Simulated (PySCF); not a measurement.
HMoO3, neutral, multiplicity 2. Atoms are numbered in the order given.

```xyz
5

Mo     0.0000     0.0000     0.0417
O      0.0000    -1.4151     0.9740
O      0.0000     1.4151     0.9740
O      0.0000     0.0000    -1.8191
H      0.0000     0.0000    -2.7807
```
Charge 0, spin multiplicity 2.

Geometry optimised at B3LYP-D3(BJ)/def2-SVP. The geometry has at least one imaginary mode, so it is a saddle point at that level. The spin state was assumed, not searched. The isomer is the one that the SMILES or the coordinates give; other isomers of the formula were not compared. The def2 effective core potentials stand for the cores of Mo; spin–orbit coupling is left out. The values are those of a single conformer.

The numbers are results of PySCF with B3LYP-D3(BJ)/def2-SVP, not measurements.

Frequencies are harmonic and unscaled.

```
mode  ν (cm⁻¹)  IR (km/mol)  moving atoms (share of kinetic energy)
----  --------  -----------  --------------------------------------
1         310i        179.5                          H 80 %, O 19 %
2         106i          1.9                 O 55 %, Mo 31 %, H 14 %
3          210          0.6                 O 73 %, H 14 %, Mo 13 %
4          323          1.3                          O 91 %, Mo 9 %
5          472        125.9                          H 76 %, O 21 %
6          770         99.3                         O 81 %, Mo 14 %
7          997        228.4                         O 80 %, Mo 20 %
8         1029         92.2                         O 89 %, Mo 11 %
9         3932        370.9                                  H 94 %
```
